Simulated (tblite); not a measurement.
Compound: C2H10FNSi2.
Numbering: `[NH2:1][Si@H:2]([SiH3:3])[CH2:4][CH2:5][F:6]` (hydrogens: H7, H8 on N1; H9 on Si2; H10, H11, H12 on Si3; H13, H14 on C4; H15, H16 on C5)

Computed geometry: GFN2-xTB, gas phase.

Question: What internal coordinates does the optimisation give?

Answer: 
| bond | length (Å) | order |
| --- | --- | --- |
| N1–Si2 | 1.722 | single |
| Si2–Si3 | 2.304 | single |
| Si2–C4 | 1.914 | single |
| C4–C5 | 1.514 | single |
| C5–F6 | 1.380 | single |
| N1–H7, N1–H8 | 1.008 | single |
| Si2–H9 | 1.485 | single |
| Si3–H10, Si3–H11, Si3–H12 | 1.466 | single |
| C4–H13 | 1.090 | single |
| C4–H14 | 1.089 | single |
| C5–H15 | 1.095 | single |
| C5–H16 | 1.097 | single |

Bonds in one row agree within 0.01 Å and their mean is given. Orders are formal, as drawn. A selection of angles:
| angle | degrees |
| --- | --- |
| Si2–N1–H7 | 120.1 |
| H7–N1–H8 | 110.1 |
| N1–Si2–Si3 | 107.8 |
| N1–Si2–C4 | 104.6 |
| N1–Si2–H9 | 114.5 |
| Si3–Si2–C4 | 112.0 |
| Si3–Si2–H9 | 113.2 |
| C4–Si2–H9 | 104.4 |
| Si2–Si3–H10 | 111.0 |
| Si2–Si3–H12 | 114.8 |
| H10–Si3–H11 | 106.1 |
| Si2–C4–C5 | 113.5 |
| Si2–C4–H13 | 109.9 |
| Si2–C4–H14 | 110.2 |
| C5–C4–H13 | 108.7 |
| C5–C4–H14 | 107.2 |
| H13–C4–H14 | 107.1 |
| C4–C5–F6 | 111.0 |
| C4–C5–H15 | 111.5 |
| C4–C5–H16 | 112.4 |
| F6–C5–H15 | 106.1 |
| F6–C5–H16 | 105.9 |
| H15–C5–H16 | 109.6 |

Torsions: N1–Si2–C4–C5 -72° (synclinal); Si2–C4–C5–F6 60° (synclinal).

N1 (silicon-bound nitrogen) has angles 120.1°, 119.0° and 110.1°, sum 349.2°, 0.23 Å off the plane of its three neighbours. H8 on N1 lies 2.39 Å from F6, 5 bonds away (angle at H 122°; Bondi radii sum to 2.67 Å). Si2 (SiH silicon) is distorted tetrahedral (angles from 104.4° to 114.5°). Of the pairs four or more bonds apart, those above aside, N1···F6 is among the closest relative to their van der Waals radii: 3.05 Å, 101 % of the sum of Bondi's values. Si3 (SiH3 silicon) is distorted tetrahedral (angles from 105.9° to 114.8°).

Point group: C1 (no symmetry element, even within 0.4 Å). Its GFN2-xTB frequencies are all real (lowest 26 cm⁻¹). One conformer, not necessarily the lowest (H–N1–Si2–Si3 -57° and 162°, N1–Si2–C4–C5 -72°, Si2–C4–C5–F6 60°). 3 starts were optimised and ended at 0.00, 0.01 and 1.51 kcal/mol (GFN2-xTB); the lowest of these is shown.
